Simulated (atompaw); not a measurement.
## In (Z = 49) PAW (atompaw): all-electron and pseudo phase curves

indium (In), PAW, made with atompaw 4.2.0.5 (PBE, scalar-relativistic). Core [Kr], reference 4d10 5s2 5p1. Waves: 5s (bound): rc 2.20 bohr; 5s channel at 2.2 Ry: rc 2.45 bohr; 5p (bound): rc 2.45 bohr; 5p channel at 2.5 Ry: rc 2.45 bohr; 4d (bound): rc 1.25 bohr; 4d channel at -0.8 Ry: rc 1.25 bohr. Local part: vpsmatchnc scheme with l = 3 at 0 Ry, radius 1.65 bohr. Core correction: smooth core density matched at 2.05 bohr. Augmentation charge: sinc compensation charge, radius 1.95 bohr; PAW radius 2.45 bohr; waves and projectors: custom polynom2 7 10 vanderbiltortho.

The phase is arctan(r·u′/u) with u = r·R(r), unwrapped; energies in Ry, scanned from -3 to 5 Ry. A pole is an energy at which the radial function vanishes at the test radius. The pseudo phase is shifted by a multiple of π to meet the all-electron one at the reference energy, and phase errors are pseudo minus all-electron; the curves can meet again beyond the range given. Levels narrower than the energy grid can be missing from the lists of poles.

| channel | radius (bohr) | reference energy (Ry) | poles, all-electron | poles, pseudo | unbroken range about the reference energy with phases within 0.05 rad | phase error 1 Ry above the reference energy (rad) |
| --- | --- | --- | --- | --- | --- | --- |
| s | 2.46 | -0.60 | 1.48 | 1.48, 3.23 | below 3.1 | -0.001 |
| p | 2.46 | -0.19 | 2.85 | 2.85 | the whole range | -0.001 |
| d | 2.46 | -1.37 | -1.21 | -1.21 | the whole range | +0.000 |

Note: ghost states, extra bound levels that the all-electron valence spectrum of the same l lacks: s at -643.5 eV, p at -127.0 eV. A true bound ghost makes a file unfit for plane-wave use.

Phases in the d channel:

```
E (Ry)  all-electron  pseudo
 -3.00         1.323   1.323
 -2.76         1.308   1.308
 -2.52         1.288   1.288
 -2.28         1.260   1.260
 -2.04         1.214   1.214
 -1.80         1.114   1.114
 -1.56         0.626   0.626
 -1.32        -1.396  -1.396
 -1.08        -1.667  -1.667
 -0.84        -1.751  -1.751
 -0.60        -1.800  -1.800
 -0.36        -1.840  -1.840
 -0.12        -1.879  -1.879
  0.12        -1.921  -1.921
  0.36        -1.969  -1.969
  0.60        -2.030  -2.030
  0.84        -2.110  -2.110
  1.08        -2.222  -2.221
  1.32        -2.388  -2.387
  1.56        -2.644  -2.643
  1.80        -3.023  -3.023
  2.04        -3.472  -3.471
  2.28        -3.847  -3.846
  2.52        -4.099  -4.098
  2.76        -4.262  -4.261
  3.00        -4.371  -4.371
  3.24        -4.449  -4.448
  3.48        -4.506  -4.505
  3.72        -4.551  -4.550
  3.96        -4.586  -4.586
  4.20        -4.616  -4.615
  4.44        -4.641  -4.641
  4.68        -4.663  -4.662
  4.92        -4.683  -4.682
```
